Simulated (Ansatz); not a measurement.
Cost and result for the atomization energy of CH$_{6}$OSSi, SMILES `O[SiH2]CS` (10 atoms, 9 bonds).

```xyz
10

O    -0.0656    1.8100    0.7157
Si    0.8011    0.6372   -0.0416
C     0.0144   -1.0341    0.2847
S    -1.7306   -0.9679   -0.2220
H    -1.0185    1.7174    0.6235
H     2.1820    0.7230    0.4938
H     0.8210    0.8231   -1.5210
H    -0.0088   -1.2295    1.3600
H     0.5240   -1.8725   -0.1939
H    -1.5190   -0.6067   -1.4993
```

Total charge 0; spin multiplicity 1. All single points use the PBE0-D4/def2-TZVP geometry. It is one conformer, not always the lowest. Program: Ansatz. All runs use 2 threads of an AMD EPYC 7B13 on a shared host. Times are those of one run each, without the atoms' runs, and a repeat can differ threefold. Electronic energies, without spin–orbit coupling; frozen cores. CCSD(T)/CBS adds CCSD(T) − MP2 in def2-TZVPP to the MP2 limit, and its time is that of the two runs behind it. T1 = 0.011. B3LYP takes the VWN-RPA correlation (the form of Gaussian; ORCA's B3LYP/G).

CCSD(T)/CBS is a level of theory with its own doubt, some kJ/mol a heavy atom from the limit and from the frozen cores, so smaller differences don't rank the functionals.

```csv
level,functions,wall time
LDA (SPW92)/def2-TZVPP,230,1.6 s
BLYP-D4/def2-TZVPP,230,2.3 s
BHLYP-D4/def2-TZVPP,230,3.5 s
PBE0-D4/def2-TZVPP,230,3.6 s
CCSD(T)/def2-SVP,94,3.7 s
B3LYP-D4/def2-TZVPP (with forces),230,5.5 s
r2SCANh-D4/def2-TZVPP,230,6 s
B2PLYP/def2-TZVPP,230,6 s
PBE-QIDH/def2-TZVPP,230,6.5 s
ωB97M-V/def2-TZVPP (with forces),230,12 s
MP2/def2-QZVPP,434,23 s
CCSD(T)/def2-TZVPP,230,94 s
CCSD(T)/CBS(def2),–,120 s
```

(1) What atomization energy does each give, and how far from CCSD(T)/CBS? (Estimate.)

Results:

(1) Ansatz gave: 
| level | atomization (kcal/mol) | difference from CCSD(T)/CBS | per bond |
| --- | --- | --- | --- |
| LDA (SPW92)/def2-TZVPP | 936.1 | 109.3 | 12.1 |
| BLYP-D4/def2-TZVPP | 817.7 | -9.1 | -1.0 |
| BHLYP-D4/def2-TZVPP | 800.9 | -25.9 | -2.9 |
| PBE0-D4/def2-TZVPP | 819.0 | -7.8 | -0.9 |
| CCSD(T)/def2-SVP | 765.1 | -61.7 | -6.9 |
| B3LYP-D4/def2-TZVPP (with forces) | 821.2 | -5.6 | -0.6 |
| r2SCANh-D4/def2-TZVPP | 820.1 | -6.7 | -0.7 |
| B2PLYP/def2-TZVPP | 812.5 | -14.3 | -1.6 |
| PBE-QIDH/def2-TZVPP | 815.4 | -11.4 | -1.3 |
| ωB97M-V/def2-TZVPP (with forces) | 828.0 | 1.2 | 0.1 |
| MP2/def2-QZVPP | 826.5 | -0.3 | 0.0 |
| CCSD(T)/def2-TZVPP | 803.1 | -23.7 | -2.6 |
| CCSD(T)/CBS(def2) | 826.8 | 0.0 | 0.0 |

Leaving LDA and LC-ωPBE aside and taking each functional with its dispersion term where it has one, the values, not all of them listed here, spread over 29.7 kcal/mol, from BHLYP-D4 to PBE-D4. LDA lies +110.7 kcal/mol from PBE without D4, its usual overbinding. At CCSD(T), def2-SVP lies −61.7 kcal/mol from the extrapolated value and def2-TZVPP −23.7 kcal/mol: correlation converges slowly with the basis, and small sets miss more of it in the bonded molecule than in its fragments. In def2-TZVPP, CCSD(T) changes the Hartree–Fock value by +205.1 kcal/mol (the triples alone add +11.2 kcal/mol) and MP2 by +214.3 kcal/mol; breaking electron pairs costs correlation energy, which Hartree–Fock lacks.
